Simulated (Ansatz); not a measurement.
Frontier orbitals of BH₄N₂SSb (`NB1[NH][SbH][S]1`).

The species carries charge 0 and has multiplicity 1. Correlated methods include outer-core shells of Sb, which these sets cover unevenly. Sb takes the def2 core potential. All single points use the PBE0-D4/def2-TZVP geometry. It is one conformer, not always the lowest. Basis def2-TZVPP, Ansatz 0.2.0.

```
functional  HOMO (eV)  LUMO (eV)
     BHLYP      -7.55      -0.74
```

Give HOMO and LUMO (eV) with LDA (SPW92), PBE, revPBE, BLYP, r2SCAN, B97M-V, PBE0, B3LYP, r2SCANh, r2SCAN0, HSE06 (plane-wave form), CAM-B3LYP, LC-ωPBE, ωB97X-V, ωB97M-V, HF. (Best estimate.)

Computed: 
```tsv
functional	HOMO	LUMO
LDA (SPW92)	-5.51	-2.50
PBE	-5.38	-2.28
revPBE	-5.34	-2.19
BLYP	-5.22	-2.17
r2SCAN	-5.65	-2.13
B97M-V	-5.71	-2.12
PBE0	-6.54	-1.53
B3LYP	-6.31	-1.74
r2SCANh	-6.08	-1.86
r2SCAN0	-6.72	-1.45
HSE06 (plane-wave form)	-6.15	-1.90
CAM-B3LYP	-7.79	-0.58
LC-ωPBE	-9.11	0.50
ωB97X-V	-8.78	0.39
ωB97M-V	-8.64	0.21
HF	-9.07	1.35
```

B3LYP here is the variant with VWN-RPA as its local correlation; programs differ in this. LC-ωPBE has ω = 0.4 bohr⁻¹. Positive LUMOs are unbound and depend on the basis.
